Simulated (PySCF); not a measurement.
**Working out the excitation energy of Te**

Te [Kr] 4d10 5s2 5p4 (3P) → Te [Kr] 4d10 5s1 5p5 (3P). Computed with PySCF 2.14 in def2-TZVPPD with the def2 core potential (28 electrons) (7s6p4d2f, 59 functions), with a scalar-relativistic core potential. Frozen: 4s2 4p6 4d10. Energies in hartree (1 hartree = 27.21139 eV):

```json
{"part": "UHF", "Te (lower)": "-267.005646", "Te (upper)": "-266.638783"}
{"part": "CCSD correlation", "Te (lower)": "-0.102212", "Te (upper)": "-0.168304"}
{"part": "(T)", "Te (lower)": "-0.003200", "Te (upper)": "-0.026025"}
```

Q: What does Hartree-Fock give?

A: (-266.638783) − (-267.005646) = 0.366863 hartree = 9.983 eV.

Q: What do CCSD and CCSD(T) give?

A: The CCSD correlation energies differ by -0.066092 hartree = -1.798 eV and the triples by -0.022825 hartree = -0.621 eV, so CCSD gives 8.185 eV and CCSD(T) 7.564 eV.

The coupled-cluster amplitudes are large, so a single reference is strained.
